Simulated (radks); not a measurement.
Values are calculated unless marked as measured or tabulated.
Q: Ionisation of Tl+, [Hg], to Tl2+, [Xe] 4f14 5d10 6s1, under several functionals. Scalar-relativistic Kohn-Sham, spin-polarised, spherical densities, finite nucleus; open shells are filled with parallel spins first (spin-orbit coupling, left out, can overturn this in heavy ions); a radial shooting solver on a logarithmic mesh with Libxc functionals. The NIST Atomic Spectra Database gives 20.428 eV (measured). Rank these functionals by the error of their Delta-SCF ionisation energy: exchange-only PBE; OLYP; revPBE; r2SCAN; HCTH/407; exchange-only LDA; PBEsol; LDA (Slater exchange, Perdew-Zunger correlation); LDA (Slater exchange, VWN5 correlation); PBE; exchange-only r2SCAN.

A: From best to worst: revPBE 20.394 eV (-0.035); r2SCAN 20.383 eV (-0.045); PBE 20.540 eV (+0.112); PBEsol 20.580 eV (+0.151); OLYP 20.230 eV (-0.198); HCTH/407 20.657 eV (+0.228); LDA (Slater exchange, VWN5 correlation) 20.984 eV (+0.556); LDA (Slater exchange, Perdew-Zunger correlation) 21.004 eV (+0.575); exchange-only PBE 19.662 eV (-0.766); exchange-only LDA 19.616 eV (-0.812); exchange-only r2SCAN 19.159 eV (-1.269).
